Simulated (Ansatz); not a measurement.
Al₂Ga₂As₄, relaxed as a singlet with RKS PBE-D4/def2-SVP in Ansatz, starting from the GFN2-xTB geometry. Force threshold 0.03 eV/Å.

The structure comes from a short search, and lower isomers may exist.

Start:

```tsv
atom	x (Å)	y (Å)	z (Å)
Al1	1.6898	-1.3408	0.9446
Al2	-1.6885	1.3426	-0.9468
Ga3	-0.8981	0.0307	1.6443
Ga4	0.8906	-0.0357	-1.6425
As5	-0.9268	0.6448	-3.0346
As6	3.0345	-0.7308	-0.8563
As7	0.1978	-1.8304	2.6652
As8	-2.2993	1.9197	1.2262
```

Problem. Estimate the energy that the relaxation releases and the steps that it takes.

Solution. 0.29 eV, in 5 steps; 37 s on 4 threads of Intel Xeon on a shared host. No frequencies were taken in this run, so the end may be a saddle point.

Problem. Does the start keep its bonding and symmetry?

Solution. By distances, no bond broke or formed. The bond that changes most is Ga3–As8, from 2.39 to 2.32 Å (atoms count from 1). Point group D2 at the start, D2 at the end, both within 0.05 Å.

Problem. Predict the relaxed structure.

Solution. 
```xyz
8

Al    1.450   -1.151    0.812
Al   -1.450    1.151   -0.812
Ga   -0.983    0.042    1.819
Ga    0.985   -0.041   -1.818
As   -1.038    0.248   -2.922
As    3.009   -0.328   -0.714
As   -0.056   -2.017    2.367
As   -1.917    2.096    1.268
```
Bond lengths (bridged metal pairs left out): 4 × As–Ga 2.32 Å; 4 × Al–As 2.33 Å.
